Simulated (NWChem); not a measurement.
System: C3H10N cation; SMILES [NH+](C)(C)C

Input file for NWChem:

```
start job
memory heap 200 mb stack 900 mb global 1100 mb
charge 1
geometry units angstroms noautosym nocenter noautoz
  C     -0.888555     1.134676    -0.109349
  N      0.000000     0.000000     0.334223
  C      1.426936     0.202173    -0.109349
  C     -0.538381    -1.336849    -0.109349
  H     -0.484685     2.071075     0.278131
  H     -0.903326     1.153076    -1.200303
  H     -1.894341     0.967431     0.278676
  H      0.000000     0.000000     1.360441
  H      1.784990     1.156832     0.278676
  H      1.450256     0.205765    -1.200303
  H      2.035946    -0.615788     0.278131
  H      0.109351    -2.124263     0.278676
  H     -1.551261    -1.455287     0.278131
  H     -0.546930    -1.358841    -1.200303
end
basis spherical
  * library def2-svp
end
dft
  xc m05-2x
  iterations 150
end
cosmo
  dielec 3.9
end
task dft energy
```

NWChem printed, in part:

```
             Northwest Computational Chemistry Package (NWChem) 7.3.0
             --------------------------------------------------------

                             Geometry "geometry" -> ""
                             -------------------------

 Output coordinates in angstroms (scale by  1.889725989 to convert to a.u.)

  No.       Tag          Charge          X              Y              Z
 ---- ---------------- ---------- -------------- -------------- --------------
    1 C                    6.0000    -0.88855500     1.13467600    -0.10934900
    2 N                    7.0000     0.00000000     0.00000000     0.33422300
    3 C                    6.0000     1.42693600     0.20217300    -0.10934900
    4 C                    6.0000    -0.53838100    -1.33684900    -0.10934900
    5 H                    1.0000    -0.48468500     2.07107500     0.27813100
    6 H                    1.0000    -0.90332600     1.15307600    -1.20030300
    7 H                    1.0000    -1.89434100     0.96743100     0.27867600
    8 H                    1.0000     0.00000000     0.00000000     1.36044100
    9 H                    1.0000     1.78499000     1.15683200     0.27867600
   10 H                    1.0000     1.45025600     0.20576500    -1.20030300
   11 H                    1.0000     2.03594600    -0.61578800     0.27813100
   12 H                    1.0000     0.10935100    -2.12426300     0.27867600
   13 H                    1.0000    -1.55126100    -1.45528700     0.27813100
   14 H                    1.0000    -0.54693000    -1.35884100    -1.20030300

 Effective nuclear repulsion energy (a.u.)     145.7009503393

                                 NWChem DFT Module
                                 -----------------

 Summary of "ao basis" -> "ao basis" (spherical)
 ------------------------------------------------------------------------------
       Tag                 Description            Shells   Functions and Types
 ---------------- ------------------------------  ------  ---------------------
 C                          def2-svp                 6       14   3s2p1d
 N                          def2-svp                 6       14   3s2p1d
 H                          def2-svp                 3        5   2s1p

 in cosmo_initialize ...

 solvent parameters
 solvname_short: unkn
 solvname_long:  unknown
 dielec:        3.9000

          ---------------
          -cosmo- solvent
          ---------------
 Cosmo: York-Karplus, doi: 10.1021/jp992097l
 dielectric constant -eps-     =   3.90
 screen = (eps-1)/(eps    )    =   0.74359
 surface charge correction     = lagrangian

   van der Waals surface
 --------------------------

[...]

                                   COSMO solvation results
                                   -----------------------

                 gas phase energy =      -174.672322918796
                 sol phase energy =      -174.745444781945
 (electrostatic) solvation energy =         0.073121863149 (   45.88 kcal/mol)

                       DFT Final Molecular Orbital Analysis
                       ------------------------------------

 Vector   15  Occ=2.000000D+00  E=-5.225856D-01
              MO Center=  1.7D-01, -3.4D-02,  7.4D-02, r^2= 4.0D+00
   Bfn.  Coefficient  Atom+Function         Bfn.  Coefficient  Atom+Function
  ----- ------------  ---------------      ----- ------------  ---------------
    33      0.308072   3 C  py               46      0.266362   4 C  px
    77      0.221473   9 H  s                 4     -0.214722   1 C  px
    87     -0.211873  11 H  s                97     -0.208636  13 H  s
    67      0.186046   7 H  s                92      0.169314  12 H  s
    57     -0.163356   5 H  s                 5     -0.136875   1 C  py

 Vector   16  Occ=2.000000D+00  E=-5.221165D-01
              MO Center= -2.3D-01,  1.9D-01,  4.9D-02, r^2= 3.4D+00
   Bfn.  Coefficient  Atom+Function         Bfn.  Coefficient  Atom+Function
  ----- ------------  ---------------      ----- ------------  ---------------
    18      0.234630   2 N  px               32      0.233975   3 C  px
     4      0.227408   1 C  px               67     -0.214631   7 H  s
    97     -0.198826  13 H  s                46      0.188712   4 C  px
    57      0.175908   5 H  s                77      0.171155   9 H  s
    47      0.151388   4 C  py               19      0.139609   2 N  py

 Vector   17  Occ=2.000000D+00  E=-5.220510D-01
              MO Center=  2.2D-02, -1.7D-01,  4.9D-02, r^2= 3.5D+00
   Bfn.  Coefficient  Atom+Function         Bfn.  Coefficient  Atom+Function
  ----- ------------  ---------------      ----- ------------  ---------------
     5      0.242764   1 C  py               92     -0.241986  12 H  s
    19      0.233247   2 N  py               47      0.229849   4 C  py
    87     -0.195380  11 H  s                57      0.174812   5 H  s
    33      0.173084   3 C  py               46     -0.144120   4 C  px
    18     -0.141529   2 N  px               32     -0.130490   3 C  px

 Vector   18  Occ=0.000000D+00  E= 3.057661D-02
              MO Center=  6.5D-03,  8.3D-04,  5.3D-01, r^2= 5.5D+00
   Bfn.  Coefficient  Atom+Function         Bfn.  Coefficient  Atom+Function
  ----- ------------  ---------------      ----- ------------  ---------------
    17      1.001616   2 N  s                73     -0.781368   8 H  s
     3      0.720939   1 C  s                31      0.723823   3 C  s
    45      0.720935   4 C  s                58     -0.412435   5 H  s
    78     -0.412889   9 H  s                88     -0.412065  11 H  s
    93     -0.412870  12 H  s                68     -0.408733   7 H  s

 Vector   19  Occ=0.000000D+00  E= 8.859832D-02
              MO Center= -2.8D-03, -3.6D-04, -6.2D-01, r^2= 5.7D+00
   Bfn.  Coefficient  Atom+Function         Bfn.  Coefficient  Atom+Function
  ----- ------------  ---------------      ----- ------------  ---------------
    73     -0.997367   8 H  s                63      0.944024   6 H  s
   103      0.943799  14 H  s                83      0.938261  10 H  s
     3     -0.658646   1 C  s                45     -0.658470   4 C  s
    31     -0.650187   3 C  s                17      0.565976   2 N  s
     9      0.435915   1 C  pz               51      0.435610   4 C  pz

 Vector   20  Occ=0.000000D+00  E= 9.843636D-02
              MO Center= -1.3D-02, -2.2D-03,  1.5D-01, r^2= 6.5D+00
   Bfn.  Coefficient  Atom+Function         Bfn.  Coefficient  Atom+Function
  ----- ------------  ---------------      ----- ------------  ---------------
    17      1.822001   2 N  s                 3     -1.240705   1 C  s
    45     -1.243156   4 C  s                31     -1.236166   3 C  s
    68      0.607515   7 H  s                98      0.608982  13 H  s
    78      0.594821   9 H  s                88      0.593642  11 H  s
    58      0.589257   5 H  s                93      0.589832  12 H  s

     Multipole analysis of the density
     ---------------------------------

     L   x y z        total         alpha         beta         nuclear
     -   - - -        -----         -----         ----         -------
     0   0 0 0      1.000000    -17.000000    -17.000000     35.000000

     1   1 0 0     -0.001841     -0.000921     -0.000921     -0.000000
     1   0 1 0     -0.001819     -0.000909     -0.000909      0.000000
     1   0 0 1      0.439016      0.407317      0.407317     -0.375617

     2   2 0 0    -14.644563    -70.681241    -70.681241    126.717919
     2   1 1 0     -0.005015     -0.002504     -0.002504     -0.000006
     2   1 0 1     -0.009443     -0.004722     -0.004722     -0.000000
     2   0 2 0    -14.640924    -70.679407    -70.679407    126.717889
     2   0 1 1      0.000284      0.000142      0.000142     -0.000000
     2   0 0 2    -16.037175    -21.651479    -21.651479     27.265783
```

Level: M05-2X/def2-SVP, COSMO on the gas-phase geometry. All runs use the structure optimised with B3LYP/6-31G* (spherical d). COSMO prints the solvation energy as gas minus solution, so a positive value is a stabilisation.
